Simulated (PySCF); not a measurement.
C5H9FS2.
SMILES with atom numbers: `[CH3:1][C@@H:2]1[CH2:3][C@@H:4]([F:5])[CH2:6][S:7][S:8]1` (hydrogens: H9, H10, H11 on C1; H12 on C2; H13, H14 on C3; H15 on C4; H16, H17 on C6)

Structure used (PBE0-D3(BJ)/def2-SVP), in Å, numbered top down from 1:
```xyz
17
C5H9FS2 angstrom
C     -1.8214    0.6431    0.1541
C     -0.8540   -0.0244   -0.8070
C      0.1004   -1.0303   -0.1591
C      1.1114   -0.4684    0.8295
F      1.8365   -1.5353    1.3261
C      2.0921    0.5272    0.2368
S      1.2397    2.0332   -0.3114
S      0.0880    1.1902   -1.8111
H     -1.2919    1.3185    0.8427
H     -2.5649    1.2389   -0.3934
H     -2.3536   -0.1134    0.7531
H     -1.4236   -0.5628   -1.5846
H      0.6612   -1.5597   -0.9462
H     -0.4919   -1.7882    0.3810
H      0.5959    0.0075    1.6820
H      2.8156    0.8395    1.0067
H      2.6443    0.0846   -0.6071
```

All values: B3LYP/def2-SVPD (PySCF, non-relativistic), on one gas-phase PBE0-D3(BJ)/def2-SVP geometry that isn't relaxed in the solvent. The solvent is an IEF-PCM continuum (cavity from Bondi-type radii × 1.2), and excitations are vertical TDDFT with non-equilibrium linear response and a frozen core. Only the electrostatic response of the medium enters.

| run | E − E(gas) (kcal/mol) | HOMO (eV) | HOMO–LUMO gap (eV) | dipole (D) | lowest singlet (eV) | static polarisability (au) |
| --- | --- | --- | --- | --- | --- | --- |
| gas | 0.00 | -6.37 | 5.29 | 1.54 | 4.10 | 99.1 |
| P | -2.00 | -6.32 | 5.31 | 1.78 | 4.10 | 113.4 |
| Q | -4.88 | -6.32 | 5.35 | 2.23 | 4.14 | 140.3 |

**Question.** The runs were made in acetone and cyclohexane. Which run belongs to which solvent?

**Answer.** P = cyclohexane, Q = acetone. The dielectric constants are 2.017 (cyclohexane), 20.49 (acetone), and the energy falls further as ε rises. The optical constants n² used for the excitations are 2.04, 1.85 in the same order. In this model the ground state sees the solvent through ε alone.

**Question.** How constant is the ratio of the lowering to (ε − 1)/(2ε + 1)?

**Answer.** 
```csv
solvent,(ε − 1)/(2ε + 1),E − E(gas) (kcal/mol),ratio (kcal/mol),polarisation term (kcal/mol)
cyclohexane,0.202,-2.00,-9.9,-2.12
acetone,0.464,-4.88,-10.5,-5.72
```

The ratio changes by +6.4 % in size from cyclohexane to acetone. The polarisation term is half the interaction of the solute with the induced surface charges.

On one thread of an Arm Neoverse N1, on a shared host, this took 72 s and 1.1 GiB of memory at its peak. This is the whole response run at B3LYP/def2-SVPD in acetone, SCF included.
